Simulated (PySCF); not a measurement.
**C5H11NO: calculation and literature**

Atoms are numbered as in `[CH3:1][C:2](=[O:3])[NH:4][CH:5]([CH3:6])[CH3:7]`. Hydrogens are named by the atom that carries them.

Theory: geometry: PBE0-D3(BJ)/def2-SVP, PBE0/pcSseg-1 with gauge-including orbitals, in PySCF 2.14.0 with density-fitted response routines (non-relativistic, one computed conformer, averaged over atoms made equivalent by symmetry, fast rotation or ring inversion, isolated molecule).

Reference values: measured (solution, not stated per compound (mostly CDCl3 or CCl4); Pretsch, Buehlmann, Badertscher, Structure Determination of Organic Compounds, 4th ed. (2009)).
```csv
atoms,quantity,reference,computed,"computed, scaled"
C5,δ 13C,40.5,38.6,36.7
C6/C7,δ 13C,22.3,24.9,23.4
H(C5),δ 1H,4.01,4.32,4.30
H(C6)/H(C7),δ 1H,1.13,1.01,1.16
```

Computed shifts are σ(ref) − σ with the named reference compound (TMS for H and C) calculated as an isolated molecule at the same level. The measured values may be among those fitted. Shieldings were converted by linear fits to measured shifts (mostly CDCl3, TMS scale, for H and C): 13C: δ = 177.62 − 0.967σ (rms 1.9 ppm, 903 shifts, 2.3 ppm with the 23 outliers that the fit left out); 1H: δ = 29.91 − 0.950σ (rms 0.21 ppm, 511 shifts, 0.22 ppm with the 3 outliers that the fit left out). A few per cent of atoms miss by over 2 rms, more outside the fitted compound classes. H not on carbon is unscaled (vs computed TMS).

Question: How far are the unscaled 13C shifts from the references?

Answer: Mean signed difference +0.35 ppm, mean absolute 2.25 ppm over 2 comparisons; the largest is +2.6 ppm at C6/C7 (methyl carbon).

Question: How far are the unscaled 1H shifts from the references?

Answer: Mean signed difference +0.10 ppm, mean absolute 0.22 ppm over 2 comparisons; the largest is +0.31 ppm at H(C5) (hydrogen on an sp3 CH bonded to N).
